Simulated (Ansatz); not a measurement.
`F[SiH]1C=C1` + H₂O → `O[SiH]1C=C1` + H–F at 700 K and 1 bar (formal hydrolysis of the Si–F bond).

Isolated molecules relaxed with PBE0-D4/def2-TZVP in Ansatz; ΔE leaves out vibrations. CBS: MP2 limit from def2 TZ/QZ plus the TZ coupled-cluster correction, frozen cores. This one scheme is used for every species. Each species was taken in one conformer, which may not be the lowest.

```
      species  CCSD(T)/CBS energy (Eh)  H − E (kJ/mol)  S (J/(mol·K))
`F[SiH]1C=C1`               -466.77275           163.4          363.0
          H₂O                -76.37941            80.5          218.4
`O[SiH]1C=C1`               -442.74227           199.8          380.2
          H–F               -100.39570            45.2          198.5
```

H − E and S are ideal-gas, rigid-rotor, harmonic terms from PBE0-D4/def2-TZVP, for one conformer and one mirror image of each species. 1 Eh = 2625.50 kJ/mol, R = 8.31446 J/(mol·K).

Q: By hand: ΔE, ΔH, ΔS and ΔG.

A: ΔE = (-442.74227) + (-100.39570) − (-466.77275) − (-76.37941) = 0.01419 Eh = 37.3 kJ/mol. Δ(H − E) = 199.8 + 45.2 − 163.4 − 80.5 = 1.1, so ΔH = 38.4 kJ/mol. ΔS = 380.2 + 198.5 − 363.0 − 218.4 = -2.7 J/(mol·K). ΔG = 38.4 − 700 × (-2.7)/1000 = 40.3 kJ/mol.

Q: By hand: the equilibrium constant, and the temperature at which ΔG would vanish if ΔH and ΔS stayed fixed.

A: log₁₀ K = −ΔG/(RT ln 10) = -3.0. ΔH and −TΔS have one sign here, so there is no such temperature.

The number of gas molecules stays the same, so ΔS is small and ΔH decides. A doubt of 5 kJ/mol in ΔE shifts log₁₀ K by 0.4 here. Other conformers and mirror images would add mixing entropy, several J/(mol·K) or more a flexible species. These are equilibria of isolated gas molecules and say nothing of rates. Largest T1 diagnostic: 0.012 (customary marks: 0.02 for closed shells, 0.045 for open ones).

ΔS is within the doubt of such terms, so its sign, and with it that verdict, could turn.
